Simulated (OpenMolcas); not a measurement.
Fe2+ (d6) among equal point charges was computed by CASSCF with the d shell active (OpenMolcas, ANO-RCC-VTZP on the metal). Its lowest spin-free states, and all those of the highest spin:

```tsv
2S+1	Degeneracy	E (cm-1)
5	1	0.0
5	2	1710
5	2	7050
3	2	23912
3	2	24055
3	1	24126
3	1	24128
3	2	24883
3	2	25605
3	1	25732
3	2	26901
3	1	27211
```

Problem. Is the site octahedral, tetrahedral or cube-like, axial, or of lower symmetry?

Solution. The states with 2S+1 = 5 have orbital degeneracies 1, 2, 2. There are pairs but no triples, so the site is axial: not cubic, but with a proper or improper axis of order three or more. The run had Fe2+ among 3 point charges of -1.5 e arranged as a planar triangle (D3h), 2.12 Å from the ion.

Without dynamic correlation the repulsion within the d shell is too large (B by tens of per cent), so at a given field states of lower spin stand too high. This is an electrostatic model: the charges have no orbitals. No measured value stands beside these numbers.
